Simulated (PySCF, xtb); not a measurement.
MoH6, SMILES [MoH6], multiplicity 1.

xtb 6.7.1 with GFN2-xTB at its own geometry gives an orbital gap of 1.71 eV and a dipole moment of 0.00 D.

Coordinates come from a PBE-D3(BJ)/def2-TZVPD optimisation. The multiplicity is an assumed one; other spin states were not compared. The def2 effective core potentials stand for the cores of Mo; spin–orbit coupling is left out.

What does ωB97X/def2-TZVPD in PySCF give? (Estimate from the structure and the level; the computed values follow.)

gap 5.63 eV (levels -11.05 and -5.41 eV), dipole 0.00 D.
